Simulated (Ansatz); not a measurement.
Gas-phase reaction in SMILES: C=C(C)CCC -> [CH2]CCC(=C)C + H atom (the C-H bond at the site shown breaks; other sites are not compared here)
Each molecule is optimised on its own at B3LYP-D3(BJ)/def2-TZVP (Ansatz, a program for electronic structure), one conformer each, not searched for the lowest. Frequencies are from Ansatz.
Geometry of the first species:
SMILES: C=C(CCC)C
```xyz
18

C      2.6686    -0.0738    -0.6135
C      1.1755     0.2182    -0.7266
C      0.3894    -0.2751     0.4955
C     -1.0844     0.0318     0.4429
C     -1.6512     0.8776     1.2995
C     -1.8789    -0.6650    -0.6257
H      3.0978     0.4090     0.2676
H      3.2124     0.2862    -1.4888
H      2.8534    -1.1471    -0.5243
H      0.7824    -0.2492    -1.6330
H      1.0139     1.2943    -0.8384
H      0.5281    -1.3598     0.5829
H      0.8190     0.1697     1.3966
H     -2.7102     1.1023     1.2605
H     -1.0737     1.3727     2.0708
H     -2.9397    -0.4271    -0.5542
H     -1.7622    -1.7503    -0.5484
H     -1.5351    -0.3834    -1.6243
```
Charge 0, spin multiplicity 1.

Wanted: bond dissociation energy (enthalpy at 298 K, with B3LYP-D3(BJ) rigid-rotor harmonic-oscillator terms), in kcal/mol. Correlated levels leave the core frozen unless marked. Open shells are spin-unrestricted. Spin-orbit coupling is left out. Non-relativistic. CBS marks a two-point X^-3 extrapolation of the correlation energy; Hartree-Fock from the larger set. [CCSD(T)-MP2]/basis is that difference in the basis named.

| level | program | bond dissociation energy (kcal/mol) |
|---|---|---|
| BLYP-D4/def2-TZVPD | Ansatz + dftd4 | (withheld) |
| B3LYP-D4/def2-TZVPD | Ansatz + dftd4 | (withheld) |
| PBE0/def2-TZVPD | Ansatz | (withheld) |
| r2SCANh-D4/def2-TZVPD | Ansatz + dftd4 | 96.2 |
| RPA@PBE/cc-pVQZ | Ansatz | 100.5 |
| CCSD/cc-pVTZ | Ansatz | 100.0 |
| RI-MP2/CBS(cc-pVTZ,cc-pVQZ)+[CCSD(T)-MP2]/cc-pVTZ | Ansatz | 102.4 |

Task: What belongs in the gaps?

Result: 
- BLYP-D4/def2-TZVPD, bond dissociation energy (kcal/mol): 97.9
- B3LYP-D4/def2-TZVPD, bond dissociation energy (kcal/mol): 99.4
- PBE0/def2-TZVPD, bond dissociation energy (kcal/mol): 97.5
